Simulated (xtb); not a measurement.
C4H8Au2S2, SMILES C([S][Au])CCC[S][Au], multiplicity 1. All values are semi-empirical tight-binding results from xtb (GFN2-xTB unless named), good for trends rather than for accurate numbers. Geometry: GFN2-xTB. The spin state was assumed, not searched. One conformer was computed; it need not be the lowest.

Optimised geometry:

```xyz
16

Au    -1.0616     4.2625     2.7106
S     -0.6797     3.2836     0.6713
C     -0.4468     1.5182     1.1095
C     -0.1583     0.7358    -0.1611
C      0.0612    -0.7452     0.1391
C      0.3642    -1.5276    -1.1280
S      0.6298    -3.2859    -0.6795
Au     1.0900    -4.2600    -2.7048
H      0.3870     1.4446     1.8075
H     -1.3578     1.1600     1.5887
H      0.7295     1.1537    -0.6410
H     -0.9960     0.8564    -0.8515
H      0.8939    -0.8634     0.8361
H     -0.8290    -1.1654     0.6123
H     -0.4695    -1.4734    -1.8279
H      1.2692    -1.1547    -1.6072
```
Charge 0, spin multiplicity 1.

For metal compounds this method's bond lengths and energies can be far off.

```yaml
point_group_as_xtb_finds_it: C2
orbital_gap: 2.60 eV
zero_point_energy: 71.4 kcal/mol
G − E(el) at 298.15 K (modified RRHO): 44.4 kcal/mol
```

Computed atomic charges and the Wiberg bond orders between heavy atoms:
charges (e) Au1 0.27, S2 -0.38, C3 0.02, C4 -0.05, C5 -0.05, C6 0.02, S7 -0.38, Au8 0.27, H9 0.03, H10 0.03, H11 0.04, H12 0.04, H13 0.04, H14 0.04, H15 0.03, H16 0.03. Bond orders Au1–S2 1.00, S2–C3 0.98, C3–C4 1.01, C4–C5 0.99, C5–C6 1.01, C6–S7 0.98, S7–Au8 1.00.
